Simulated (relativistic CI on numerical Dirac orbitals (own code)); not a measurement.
## One change at a time: Co5+

Base calculation: Dirac-Coulomb-Breit CI, orbitals from a KLI potential per configuration, model QED (radiative potential, 1s self-energy scaled to tabulated hydrogen-like ionisation energies), valence Slater integrals scaled by 0.85, P86 correlation energy added to each configuration.

CI space (outside the closed core [Ne]): 3s²3p⁶3d⁴, 3s²3p⁶3d³4s, 3s²3p⁵3d⁵, 3s²3p⁶3d³4p, 3s²3p⁶3d³4d, 3s3p⁶3d⁵, 3s²3p⁶3d³5s, 3s²3p⁶3d³4f, 3s²3p⁶3d³5p, 3s²3p⁶3d³5d, 3s²3p⁶3d³6s, 3s²3p⁶3d³5f, 3s²3p⁶3d³6p, 3s²3p⁶3d³5g, 3s²3p⁶3d²4s4p, 3s²3p⁶3d³6d, 3s²3p⁵3d⁴4s, 3s²3p⁵3d⁴4p, 3s²3p⁶3d²4p4d, 3s²3p⁶3d²4s², 3s²3p⁶3d4s²4p, 3s²3p⁶3d4s²4d, 3s²3p⁶3d4s²5s, 3s²3p⁶3d²4p², 3s²3p⁶3d4s4p², 3s²3p⁶3d4p³, 3s²3p⁶3d4p²4d, 3s²3p⁶3d4p²5s, 3p⁶3d⁶, 3p⁵3d⁷, 3s²3p⁶3d²4s4d, 3s²3p⁶3d4s4p4d, 3s²3p⁶3d4s4d², 3s²3p⁶3d4s4d5s. Double excitations out of closed p, d and f shells are left out; levels of such configurations are missing from the list, as are those of other unlisted configurations, and high levels can miss mixing partners. These lack a partner that the ground configuration has and come out too high: 3s²3p⁵3d⁴4s, 3s²3p⁵3d⁴4p.

Variants: (1) self-excluded LDA correlation estimate; (2) no correlation estimate; (3) configuration mixing switched off; (4) one mean potential for all configurations. Shifts of the energy above 3s²3p⁶3d⁴ ⁵D0, in cm⁻¹, for the lowest level and the first level of each name with at least 55 % of one term (blank where a level changes its place among those of its configuration and J or its character, or is not in the variant):

```csv
Level,Base,Δ(1),Δ(2),Δ(3),Δ(4),Measured
3s²3p⁶3d⁴ ⁵D0,0.0,0.0,0.0,0.0,0.0,0.0
3s²3p⁶3d⁴ ⁵D1,195.7,0.0,0.0,+2.4,-2.3,204.0
3s²3p⁶3d⁴ ⁵D2,565.8,0.0,-0.1,+7.4,-6.5,589.0
3s²3p⁶3d⁴ ⁵D3,1081.2,+0.1,-0.2,+14.9,-12.3,1124.7
3s²3p⁶3d⁴ ⁵D4,1713.0,+0.1,-0.3,+24.6,-19.3,1781.6
3s²3p⁶3d⁴ ³H4,26523.7,-0.4,+5.9,-903.6,-62.1,28376.6
3s²3p⁶3d⁴ ³P0,26775.2,-1.2,+1.1,+318.9,-70.9,27166.2
3s²3p⁶3d⁴ ³H5,26923.2,-0.4,+5.9,-915.2,-67.9,28805.9
3s²3p⁶3d⁴ ³H6,27325.2,-0.3,+5.9,-929.7,-73.5,29233.8
3s²3p⁶3d⁴ ³P1,28021.9,-1.2,+1.0,+292.4,-83.9,28461.5
3s²3p⁶3d⁴ ³F2,29482.7,-1.4,+2.5,+221.6,-89.2,30554.9
3s²3p⁶3d⁴ ³F3,29517.3,-1.4,+2.5,+222.9,-88.4,30634.6
3s²3p⁶3d⁴ ³F4,29678.7,-1.5,+2.6,+224.6,-90.9,30816.7
3s²3p⁶3d⁴ ³P2,30000.5,-1.2,+0.9,+305.4,-103.7,30506.1
3s²3p⁶3d⁴ ³G3,32352.9,-1.2,+2.5,+217.7,-97.6,34025.8
3s²3p⁶3d⁴ ³G4,32774.6,-1.2,+2.5,+222.2,-102.4,34474.6
3s²3p⁶3d⁴ ³G5,33099.1,-1.1,+2.4,+204.7,-105.7,34854.8
3s²3p⁶3d⁴ ¹I6,39983.0,-1.4,+10.2,-1230.7,-100.7,42799.6
3s²3p⁶3d⁴ ¹G4,40214.2,-3.1,+3.9,+989.5,-133.6,41925.9
3s²3p⁶3d⁴ ³D3,40222.6,-3.2,-0.2,+1713.0,-134.7,41675.9
3s²3p⁶3d⁴ ³D2,40405.2,-3.2,-0.2,+1690.7,-136.2,41856.5
3s²3p⁶3d⁴ ³D1,40637.9,-3.2,-0.2,+1712.1,-138.5,42098.0
```

At this charge configurations can still be misplaced by up to about 7 % of their energy. 63 of the 63 excited levels that our extract of the measured tables holds in this range could be paired (the sources list more); they are missed by 1903 cm⁻¹ on average and 4286 at most, and levels without a partner can miss by more.

Measured levels: Sugar and Corliss, J. Phys. Chem. Ref. Data 10, 1097 (1981).

Ionisation energy from the two ground configurations alone: base 102.727 eV; self-excluded LDA correlation estimate 103.276 eV; no correlation estimate 101.282 eV. The NIST ASD value (semi-empirical) is 102 eV.
